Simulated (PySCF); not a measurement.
## Energy of Pm⁺ (promethium, charge +1) between two integer charges

The 6s alpha orbital of [Xe] 4f5 6s1 is emptied in steps (occupation f), with all orbitals relaxed, ending at [Xe] 4f5. All numbers are calculated (PySCF 2.14, a scalar-relativistic core potential, in def2-SVP with the def2 core potential (28 electrons) (10s6p4d3f1g, 78 functions)). The exact energy is a straight line in f; departures are measured from the line between the end points of the same method.

**Question.** Among PBE0, r2SCAN, LC-wPBE, which shows the largest delocalisation error (convex curve), and which is closest to linear?

**Answer.** Most convex: r2SCAN (-0.535 eV at f = 0.5); closest to linear: LC-wPBE (0.009 eV).

| f | PBE0 (eV) | r2SCAN (eV) | LC-wPBE (eV) |
| --- | --- | --- | --- |
| 1 | 0.000 | 0.000 | 0.000 |
| 0.75 | -0.344 | -0.403 | 0.011 |
| 0.5 | -0.461 | -0.535 | 0.009 |
| 0.25 | -0.346 | -0.412 | 0.001 |
| 0 | 0.000 | 0.000 | 0.000 |

| method | E(f=0) − E(f=1) (eV) | −ε at f=1 (eV) | −ε at f=0.5 (eV) |
| --- | --- | --- | --- |
| PBE0 | 10.981 | 9.153 | 10.973 |
| r2SCAN | 10.913 | 8.719 | 10.881 |
| LC-wPBE | 10.747 | 10.817 | 10.716 |

Reference removal energy between the ground levels: 10.938 ± 0.02 eV (semi-empirical (NIST evaluation); NIST Atomic Spectra Database, ionization energies). The calculation has no spin-orbit coupling.
